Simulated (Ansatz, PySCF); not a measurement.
Pair of molecules: SiH4 (SMILES [SiH4]) (first 5 atoms) with CH4O (SMILES CO); geometry from B3LYP-D3(BJ)/def2-TZVP, rigid monomers moved along the line of their centres of mass till Si1···O7 is 4.26 Å.
(charge 0, multiplicity 1):
```xyz
11

Si    -0.179    -0.140     0.274
H     -1.134    -0.890     1.119
H     -0.324     1.315     0.499
H     -0.512    -0.417    -1.147
H      1.207    -0.581     0.527
C     -0.160    -0.343     5.285
O      0.524     0.553     4.418
H     -0.045    -0.060     6.336
H      0.289    -1.324     5.139
H     -1.226    -0.412     5.046
H      0.145     1.433     4.515
```

Interaction energies are E(AB) − E(A) − E(B) at the monomers' geometry in the complex; basis-set methods are counterpoise corrected. Rows marked so take none.

Rows in 3-21G, 6-31G* carry no dispersion term and start afresh at each structure (6-31G* with six Cartesian d functions).

Programs: Ansatz (a program for electronic structure); PySCF for 3-21G rows, 6-31G* rows. Values without a source in brackets are computed.

Q: One of these levels gives -1.01 kcal/mol for the interaction energy. Which?
A. B3LYP/3-21G (no counterpoise)
B. r2SCAN/def2-TZVPPD
C. BP86/6-31G* (no counterpoise)

A: C, BP86/6-31G* (no counterpoise). The others give -0.56 (r2SCAN/def2-TZVPPD), -1.67 (B3LYP/3-21G (no counterpoise))
